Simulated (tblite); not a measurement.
C3H10GaNSi.
Atom-mapped SMILES: `[CH3:1][CH2:2][GaH2-:3][N+:4]#[C:5][SiH3:6]` (hydrogens: H7, H8, H9 on C1; H10, H11 on C2; H12, H13 on Ga3; H14, H15, H16 on Si6)
Bond orders are those of one Lewis drawing.

Computed with GFN2-xTB (tblite), gas phase: L-BFGS steps from a force-field or distance-geometry start until the largest atomic force falls under 0.01 eV/Å.

Step 23: E = -470.9600 eV
```
atom  x, y, z in Å  |  force x, y, z in eV/Å
C1     -2.1240    1.1184   -0.2156    0.001   0.024   0.003
C2     -2.2044   -0.4145   -0.2489    0.016   0.028   0.016
Ga3    -0.8796   -1.3045    0.9985    0.017  -0.004   0.000
N4      0.8859   -0.6523    0.4154   -0.084  -0.016   0.019
C5      1.9078   -0.2499    0.0716    0.016   0.021  -0.034
Si6     3.5631    0.4108   -0.5244   -0.007  -0.004   0.019
H7     -2.9166    1.5668   -0.8192    0.034  -0.002   0.016
H8     -2.2244    1.4916    0.8062   -0.009  -0.046  -0.016
H9     -1.1620    1.4668   -0.5993   -0.025  -0.018  -0.010
H10    -2.0743   -0.7652   -1.2831   -0.014   0.000   0.016
H11    -3.2209   -0.7189    0.0446    0.017   0.004  -0.035
H12    -0.5199   -2.7985    0.8516    0.000  -0.021  -0.015
H13    -0.7219   -0.7798    2.4397    0.010   0.032   0.032
H14     4.3402    0.6408    0.6857    0.028   0.001   0.032
H15     4.0944   -0.6371   -1.3843    0.029  -0.049  -0.024
H16     3.2490    1.6347   -1.2499   -0.026   0.049  -0.019
```

Step 24: E = -470.9605 eV
```
atom  x, y, z in Å  |  force x, y, z in eV/Å
C1     -2.1238    1.1183   -0.2154    0.006   0.014   0.005
C2     -2.2033   -0.4149   -0.2483    0.003   0.032   0.002
Ga3    -0.8799   -1.3052    1.0001    0.022   0.006  -0.005
N4      0.8826   -0.6507    0.4117   -0.041  -0.002   0.009
C5      1.9065   -0.2502    0.0706   -0.037  -0.001  -0.012
Si6     3.5618    0.4094   -0.5224    0.019   0.008  -0.009
H7     -2.9157    1.5676   -0.8183    0.019  -0.006   0.006
H8     -2.2228    1.4922    0.8054   -0.018  -0.043   0.011
H9     -1.1625    1.4671   -0.5986   -0.004  -0.017  -0.023
H10    -2.0727   -0.7650   -1.2827   -0.004  -0.001   0.018
H11    -3.2202   -0.7204    0.0418    0.010   0.009  -0.025
H12    -0.5163   -2.7979    0.8496   -0.004  -0.021  -0.009
H13    -0.7180   -0.7765    2.4403    0.007   0.023   0.025
H14     4.3403    0.6407    0.6877    0.016  -0.004   0.013
H15     4.0927   -0.6394   -1.3843    0.020  -0.025  -0.004
H16     3.2438    1.6338   -1.2486   -0.014   0.027  -0.005
```

Step 25: E = -470.9608 eV
```
atom  x, y, z in Å  |  force x, y, z in eV/Å
C1     -2.1236    1.1184   -0.2153    0.009   0.002   0.005
C2     -2.2026   -0.4146   -0.2479   -0.002   0.019  -0.006
Ga3    -0.8795   -1.3054    1.0010    0.017   0.010  -0.001
N4      0.8802   -0.6499    0.4101   -0.001   0.011  -0.002
C5      1.9050   -0.2502    0.0696   -0.062  -0.012   0.000
Si6     3.5614    0.4089   -0.5216    0.026   0.012  -0.023
H7     -2.9149    1.5680   -0.8178    0.003  -0.003  -0.003
H8     -2.2225    1.4915    0.8052   -0.019  -0.033   0.029
H9     -1.1629    1.4671   -0.5987    0.013  -0.012  -0.026
H10    -2.0723   -0.7649   -1.2822    0.006  -0.001   0.014
H11    -3.2196   -0.7209    0.0400    0.003   0.011  -0.014
H12    -0.5148   -2.7983    0.8483   -0.006  -0.015  -0.004
H13    -0.7161   -0.7743    2.4413    0.005   0.015   0.014
H14     4.3409    0.6406    0.6891    0.003  -0.007  -0.004
H15     4.0924   -0.6411   -1.3844    0.010  -0.002   0.014
H16     3.2411    1.6341   -1.2481   -0.005   0.005   0.008
```

Q: Estimate the geometry and energy of step 26. (The exact step hangs on the optimiser's Hessian estimate; all steps are aligned on step 25, rigid shifts and turns removed.)

A: E = -470.9611 eV, largest force 0.056 eV/Å
```
atom  x, y, z in Å  |  force x, y, z in eV/Å
C1     -2.1232    1.1186   -0.2151    0.008  -0.006   0.004
C2     -2.2021   -0.4140   -0.2476   -0.001   0.001  -0.006
Ga3    -0.8784   -1.3052    1.0014    0.003   0.008   0.006
N4      0.8783   -0.6492    0.4092    0.022   0.018  -0.009
C5      1.9035   -0.2502    0.0687   -0.055  -0.011   0.001
Si6     3.5615    0.4088   -0.5214    0.015   0.008  -0.023
H7     -2.9142    1.5680   -0.8175   -0.007   0.002  -0.007
H8     -2.2227    1.4902    0.8056   -0.014  -0.023   0.032
H9     -1.1629    1.4666   -0.5993    0.020  -0.006  -0.020
H10    -2.0719   -0.7649   -1.2815    0.013   0.000   0.006
H11    -3.2191   -0.7211    0.0387   -0.003   0.013  -0.005
H12    -0.5147   -2.7990    0.8473   -0.007  -0.005   0.000
H13    -0.7156   -0.7726    2.4425    0.005   0.007   0.001
H14     4.3416    0.6404    0.6897   -0.006  -0.010  -0.016
H15     4.0928   -0.6421   -1.3843    0.004   0.010   0.022
H16     3.2396    1.6346   -1.2478    0.001  -0.008   0.015
```

The energy changes by -0.0002 eV. The first-order estimate −F·Δx gives -0.0003 eV and the mean of the old and new forces, exact on a quadratic surface, -0.0002 eV. The step makes an angle of 54° with the force vector and moves no atom by more than 0.002 Å.

What follows is the cost of the whole relaxation. The run took 0.66 s wall on an Arm Neoverse N1 with one thread, on a shared host.
